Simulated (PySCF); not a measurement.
C2H2, charge -1, doublet, at a GFN2-xTB geometry (a state made from the parent by changing its charge; the spin is typed, not shown lowest) (in this run its highest filled SCF level lies above zero, so its values depend strongly on the basis, on diffuse functions most of all). Base run: PySCF with B3LYP/def2-SVP.

The PySCF input:
```python
from pyscf import gto, scf, dft

mol = gto.Mole()
mol.atom = '''
    C    -0.56204551    0.17493404   -0.26216513
    C     0.63485961   -0.02704543    0.10700208
    H    -1.59838304   -0.21079882    0.03986737
    H     1.16149843   -0.67653281    0.89111090
'''
mol.basis = 'def2-svp'
mol.charge = -1
mol.spin = 1
mol.verbose = 4
mol.build()

mf = dft.UKS(mol)
mf.xc = 'b3lyp'
mf.kernel()
```

The base run was repeated with changes; each row names its change, and settings that it needs were set with it.

```json
[
 {"change": "base", "ΔE vs base (µEh)": "0.0", "grid points": "47856", "electrons on the grid": "15.00000"},
 {"change": "grids.level = 2", "ΔE vs base (µEh)": "0.1", "grid points": "33160", "electrons on the grid": "15.00000"},
 {"change": "grids.becke_scheme = stratmann", "ΔE vs base (µEh)": "-0.4", "grid points": "47856", "electrons on the grid": "15.00000"},
 {"change": "grids.level = 4", "ΔE vs base (µEh)": "0.2", "grid points": "88632", "electrons on the grid": "15.00000"},
 {"change": "small_rho_cutoff = 0", "ΔE vs base (µEh)": "0.0", "grid points": "47856", "electrons on the grid": "15.00000"},
 {"change": "grids.radi_method = gauss_chebyshev", "ΔE vs base (µEh)": "0.0", "grid points": "46416", "electrons on the grid": "15.00000"},
 {"change": "grids.level = 7", "ΔE vs base (µEh)": "0.2", "grid points": "273328", "electrons on the grid": "15.00000"},
 {"change": "grids.level = 5", "ΔE vs base (µEh)": "0.2", "grid points": "133040", "electrons on the grid": "15.00000"},
 {"change": "grids.atom_grid = (30, 110)", "ΔE vs base (µEh)": "39.0", "grid points": "9840", "electrons on the grid": "15.00001"},
 {"change": "grids.radi_method = delley", "ΔE vs base (µEh)": "0.0", "grid points": "50880", "electrons on the grid": "15.00000"},
 {"change": "grids.prune = dft.gen_grid.sg1_prune", "ΔE vs base (µEh)": "3.7", "grid points": "21264", "electrons on the grid": "14.99999"}
]
```

Open shells are given as the SCF converged; they aren't shown to be the lowest states, and a large step between rows can be another state.
